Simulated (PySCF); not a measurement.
SMILES C[S][Mg][S]C (B3LYP/def2-SVP optimised geometry):

```
11

Mg     0.760     1.058     0.000
S      3.072     1.058     0.000
C      3.542    -0.151     1.320
H      3.183     0.160     2.312
H      4.640    -0.180     1.346
H      3.178    -1.166     1.101
S     -1.549     1.166     0.000
C     -2.079    -0.098    -1.244
H     -1.722     0.144    -2.255
H     -3.178    -0.087    -1.257
H     -1.751    -1.111    -0.972
```

Level of theory: B3LYP/def2-TZVP run with PySCF.

Q: What are the frontier orbital energies and the dipole moment?

A: HOMO-2 -6.90 eV, HOMO-1 -6.35 eV, HOMO -6.34 eV, LUMO -1.55 eV, LUMO+1 -0.81 eV; dipole moment 1.79 D.

Meta-Löwdin charges at B3LYP/def2-TZVP: Mg1 1.29, S2 -0.64, C3 -0.37, H4 0.12, H5 0.13, H6 0.12, S7 -0.64, C8 -0.37, H9 0.12, H10 0.13, H11 0.12.
